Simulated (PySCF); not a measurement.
## Ionisation energy of Si(2+) by level of theory

Si(2+) [Ne] 3s2 (1S) → Si(3+) [Ne] 3s1 (2S), as a difference of total energies. Calculation: PySCF 2.14, in x2c-TZVPPall; the spin-free X2C one-electron Hamiltonian (Gaussian nucleus). Correlated levels: valence: [Ne] frozen; valence and next inner shell: 1s2 frozen. The calculations carry no spin-orbit coupling.

| method | ionisation energy (eV) | error (eV) |
| --- | --- | --- |
| UHF | 32.042 | -1.451 |
| LDA | 33.629 | +0.136 |
| PBE | 33.491 | -0.002 |
| PBE0 | 33.351 | -0.142 |
| r2SCAN | 32.957 | -0.536 |
| M06 | 33.588 | +0.095 |
| B2PLYP | 33.360 | -0.133 |
| BHandHLYP | 33.386 | -0.107 |
| BLYP | 33.574 | +0.081 |
| MP2 (valence) | 32.900 | -0.593 |
| SCS-MP2 (valence) | 33.072 | -0.421 |
| MP2 (valence and next inner shell) | 33.132 | -0.361 |
| SCS-MP2 (valence and next inner shell) | 33.253 | -0.240 |

Reference: 33.493 eV (measured; NIST Atomic Spectra Database, ionization energies).

Errors of the correlated levels include the incompleteness of this basis and the frozen core.

MP2 underrates the near-degeneracy of ns² with np² in the lower species.
